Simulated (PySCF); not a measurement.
## Correlation energy of Zn²⁺ (zinc, charge +2)

[Ar] 3d10, closed-shell 1S. Computed with PySCF 2.14 in def2-TZVP (6s5p4d1f, 48 functions), with the non-relativistic Hamiltonian (point nucleus). Frozen: [Ar]; 10 electrons correlated.

Total MP2 correlation energy: -339.05 mhartree.

Same-spin part -125.52 and opposite-spin part -213.53 mhartree; SCS-MP2 scales them by 1/3 and 6/5 to -298.08 mhartree.

```tsv
level	correlation energy (mhartree)
CCSD	-308.48
(T)	-4.14
CCSD(T)	-312.62
```

Diagnostics: T1 = 0.0074, D1 = 0.0104, largest double amplitude 0.017.

Is a single reference adequate?

Yes: T1 lies below 0.03 and no double amplitude reaches 0.07.
